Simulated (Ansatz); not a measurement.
The inner images of a band of C₂H₃BOS (8 atoms, charge 0, multiplicity 1) are given out of order.

Level of theory: Ansatz, RKS PBE0-D4/def2-SVP.

Image 0:

```xyz
8
Properties=species:S:1:pos:R:3
C -0.163 1.543 1.372
C 0.542 0.668 0.907
S 1.494 -0.559 0.235
B 0.283 -1.204 -0.992
O -0.941 -0.692 -1.133
H -0.764 2.323 1.803
H 0.662 -2.125 -1.668
H -1.112 0.046 -0.524
```

Image 6:

```xyz
8
Properties=species:S:1:pos:R:3
C 0.038 1.723 1.646
C 0.590 0.811 1.066
S 1.437 -0.446 0.312
B 0.242 -1.084 -0.899
O -0.983 -0.549 -1.020
H -0.457 2.529 2.154
H 0.650 -2.008 -1.563
H -1.518 -0.976 -1.696
```

Problem. Put them in order from the first end to the last, with their energies above the first end.
A.
```xyz
8
Properties=species:S:1:pos:R:3
C -0.001 1.661 1.585
C 0.616 0.767 1.046
S 1.491 -0.481 0.308
B 0.261 -1.113 -0.875
O -0.959 -0.554 -0.882
H -0.547 2.450 2.068
H 0.647 -1.999 -1.603
H -1.509 -0.732 -1.648
```
B.
```xyz
8
Properties=species:S:1:pos:R:3
C -0.114 1.614 1.491
C 0.495 0.734 0.915
S 1.433 -0.483 0.205
B 0.279 -1.237 -1.001
O -0.961 -0.812 -1.265
H -0.636 2.391 2.021
H 0.733 -2.192 -1.578
H -1.229 -0.015 -0.789
```
C.
```xyz
8
Properties=species:S:1:pos:R:3
C -0.023 1.642 1.582
C 0.587 0.757 1.020
S 1.484 -0.470 0.270
B 0.261 -1.172 -0.884
O -0.998 -0.702 -0.835
H -0.557 2.423 2.092
H 0.702 -2.036 -1.611
H -1.457 -0.442 -1.634
```
D.
```xyz
8
Properties=species:S:1:pos:R:3
C -0.035 1.630 1.595
C 0.563 0.750 1.011
S 1.464 -0.453 0.233
B 0.257 -1.205 -0.908
O -1.044 -0.855 -0.933
H -0.563 2.405 2.120
H 0.744 -2.083 -1.587
H -1.385 -0.188 -1.530
```
E.
```xyz
8
Properties=species:S:1:pos:R:3
C -0.053 1.640 1.583
C 0.532 0.768 0.974
S 1.435 -0.431 0.196
B 0.262 -1.233 -0.951
O -1.018 -0.942 -1.215
H -0.568 2.411 2.126
H 0.764 -2.168 -1.522
H -1.354 -0.045 -1.191
```

Solution. B (+0.04 eV), E (+0.26 eV), D (+0.59 eV), C (+0.43 eV), A (+0.21 eV).

The run took 2.3 min on 1 thread of Arm Neoverse V2, on a shared host, peak memory 0.17 GiB.
